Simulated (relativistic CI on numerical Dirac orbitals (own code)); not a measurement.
d1 to d9 in one octahedral field

Computed with a parametric ligand-field model without spin-orbit coupling, by exact diagonalisation: B = 530, C = 2070, 10Dq = 32200 cm⁻¹ (Oh; |10Dq|/B = 60.8) for every shell. Energies in cm⁻¹; the field energy is (0.6 n_e − 0.4 n_t2) × 10Dq of the ground term; g labels are left out. So small a B with so large a field is typical of 4d and 5d ions, where spin-orbit coupling, left out here, reaches 1,000 to 4,000 cm⁻¹.

```csv
Shell,Ground term,Electrons in e,Field energy,First spin-allowed bands,Lowest term of other spin
d1,2T2,0.000,-12880,2E 32200,
d2,3T1,0.007,-25527,"3T2 30882, 3T1 37513",1T2 7485
d3,4A2,0.000,-38640,"4T2 32200, 4T1 38196",2E 10454
d4,3T1,0.011,-51164,"3E 30114, 3T1 30614",1T2 6472
d5,2T2,0.022,-63707,"2A2 29295, 2T1 29488",4T1 21998
d6,1A1,0.016,-76763,"1T1 30620, 1T2 38330",3T1 26256
d7,2E,1.010,-57624,"2T1 30504, 2T2 31022",4T1 21942
d8,3A2,2.000,-38640,"3T2 32200, 3T1 38196",1E 8328
d9,2E,3.000,-19320,2T2 32200,
```

Low spin: d4, d5, d6, d7; the other shells keep the spin of the free ion. Only d4 to d7 can choose; the field needed to pair spins is smallest for d6 and largest for d5, which loses most exchange energy. In the strong-field picture 10Dq must exceed about 6B + 5C = 13530 (d4), 7.5B + 5C = 14325 (d5), 2.5B + 4C = 9605 (d6) and 4B + 4C = 10400 (d7); mixing of terms shifts these bounds somewhat.
